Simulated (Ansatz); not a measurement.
Two isomers of C2H3ClGe: A = `Cl[C]1=[CH][GeH2]1`, B = `[Cl][GeH]1[CH]=[CH]1`.

Calculated with Ansatz (gas phase, PBE0-D4/def2-TZVP geometries, no zero-point term in ΔE). CCSD(T)/CBS adds triple-zeta CCSD(T) − MP2 to the extrapolated MP2 energy (def2 sets, frozen cores). Functionals use def2-TZVPP. For Ge outer-core shells are correlated without core-valence functions, which leaves a few kJ/mol of doubt a bond. Scalar relativity is left out up to krypton.

A:

Z-matrix (Å, degrees):
```
Ge
C 1 1.904
C 1 1.924 2 40.3
H 1 1.531 2 120.3 3 -102.3
H 1 1.531 2 120.3 3 102.3
Cl 2 1.703 1 153.3 3 -180.0
H 3 1.082 1 152.5 2 -180.0
```

B:

Z-matrix (Å, degrees):
```
Ge
C 1 1.888
C 1 1.888 2 41.3
Cl 1 2.151 2 119.7 3 102.4
H 1 1.522 2 126.5 3 -106.2
H 2 1.084 1 154.3 3 -176.5
H 3 1.084 1 154.3 2 176.5
```

(1) Which isomer does CCSD(T)/CBS put lower? Give the gap. (Best estimate.)

(2) Give E(B) − E(A) in kcal/mol with MP2/def2-TZVPP, BLYP-D4, PBE-D4, B2PLYP, HF/def2-TZVPP, CCSD/def2-TZVPP, PBE0-D4. (An estimate is asked.)

(3) Does the order hold for the free energy at 298.15 K (harmonic terms from PBE0-D4)? (Best estimate.)

Largest T1 diagnostic: 0.013.

Results:

(1) The calculation gave: B, by 29.3 kcal/mol.

(2) The calculation gave: MP2/def2-TZVPP -29.0, BLYP-D4 -25.9, PBE-D4 -25.4, B2PLYP -28.5, HF/def2-TZVPP -33.7, CCSD/def2-TZVPP -29.9, PBE0-D4 -27.7. None reverses the order clearly.

(3) The calculation gave: Yes: G(B) − G(A) = -27.7 kcal/mol.

From r2SCAN to r2SCAN0 (25 % exact exchange), in def2-TZVPP and without D4, E(B) − E(A) moves by −1.4 kcal/mol. At CCSD(T), def2-SVP lies +0.7 kcal/mol from the extrapolated value and def2-TZVPP +0.2 kcal/mol.
